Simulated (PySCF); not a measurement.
Molecule: 1,2-Dihydro-1,2-Azaborine (B1C=CC=CN1, C₄H₆BN).

Geometry:
| atom | x (Å) | y (Å) | z (Å) |
| --- | --- | --- | --- |
| B1 | 1.269 | 0.737 | 0.012 |
| C2 | -0.068 | 1.450 | 0.032 |
| C3 | -1.218 | 0.694 | 0.015 |
| C4 | -1.184 | -0.726 | -0.020 |
| C5 | 0.017 | -1.382 | -0.039 |
| N6 | 1.188 | -0.694 | -0.024 |
| H7 | 2.366 | 1.242 | 0.022 |
| H8 | -0.165 | 2.539 | 0.059 |
| H9 | -2.203 | 1.175 | 0.029 |
| H10 | -2.108 | -1.306 | -0.033 |
| H11 | 0.077 | -2.473 | -0.066 |
| H12 | 2.031 | -1.256 | -0.039 |

Spin–spin couplings on one PBE0-D3(BJ)/def2-SVP geometry, PySCF, gas phase, non-relativistic, equivalent pairs averaged (spin–dipole term only in couplings to heteroatoms); isotopes ¹³C, ¹H, ¹¹B; functional B3LYP.

Problem. How do the couplings (Hz) change with the basis set? Times are CPU seconds on shared hosts with different chips, so compare them loosely. Far from the basis limit: 6-31G*, pcJ-0, def2-TZVP, cc-pVTZ.

Solution. 
```
basis set  functions  ¹J(C5,H11)  ¹J(C4,H10)  ¹J(B1,H7)  ¹J(C3,H9)  ¹J(C2,H8)  ¹J(C4,C5)  ¹J(B1,C2)  core-s
   6-31G*         96       171.1       163.0      157.8      155.4      152.3       90.6       83.6     6.8
    pcJ-0         96       159.2       153.8      136.0      142.4      137.2       57.2       60.5     6.5
    pcJ-1        222       177.6       170.8      142.9      159.9      156.3       74.0       74.5      29
def2-TZVP        222       168.9       163.0      136.8      152.5      147.5       73.0       76.9      23
  cc-pVTZ        264       158.4       155.0      134.8      144.7      141.3       77.3       72.6      28
```

The Fermi-contact term samples the wavefunction at the nucleus, which is why sets with added tight s functions (names with J) are made for couplings.
